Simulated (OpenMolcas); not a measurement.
Au3+ (d8) in a complex was computed by SS-CASPT2, IPEA 0.25 Eh, imaginary shift 0.1 Eh with the d shell active (OpenMolcas, ANO-RCC-VDZP on the metal). Its lowest spin-free states, and all those of the highest spin:

```csv
2S+1,Degeneracy,E (cm-1)
1,1,0
3,2,160
1,2,5480
3,2,12750
1,2,16470
3,1,17740
1,1,19410
1,2,19600
3,1,19780
3,1,20280
1,2,23010
3,2,24310
3,1,33080
```

Q: Is the site octahedral, tetrahedral or cube-like, axial, or of lower symmetry?

A: The states with 2S+1 = 3 have orbital degeneracies 2, 2, 1, 1, 1, 2, 1. There are pairs but no triples, so the site is axial: not cubic, but with a proper or improper axis of order three or more. The run had Au3+ with 5 ligands (fluoride) in trigonal bipyramidal coordination (D3h) at 2.09 Å, the axial distance 2.215 Å. A charge of +0.4 e stands 3.2 Å behind each ligand. Ligand basis ANO-RCC-VDZP.

Roots that are degenerate in the reference are averaged as groups; the widest CASPT2 spread within a group is 250 cm-1 (the 2-fold group of multiplicity 1 near 5480 cm-1 above the lowest state of its run). Shifts and gaps below about the spread of the groups concerned are not significant. Over all roots computed the reference weight is 0.68 to 0.71; a low but even weight reflects the number of correlated electrons. Real 4d8 and 5d8 ions are as a rule square planar and diamagnetic. This shell can be high or low spin here, a state of another spin lies low, and with metal d orbitals alone active their balance is uncertain, so the ground spin may be wrong, although the usual error favours high spin. The least metal-like active orbital is 75 % on the metal (Löwdin) and no ligand orbital is active, so the numbers are rough. Ligand-to-metal charge-transfer states are missing. With no ligand orbital active B as a rule stays too high, so bands that hang on it stand too high and its fall with covalency is understated. No measured value stands beside these numbers; the geometry is a model, was not optimised and need not be the one that this ion takes.
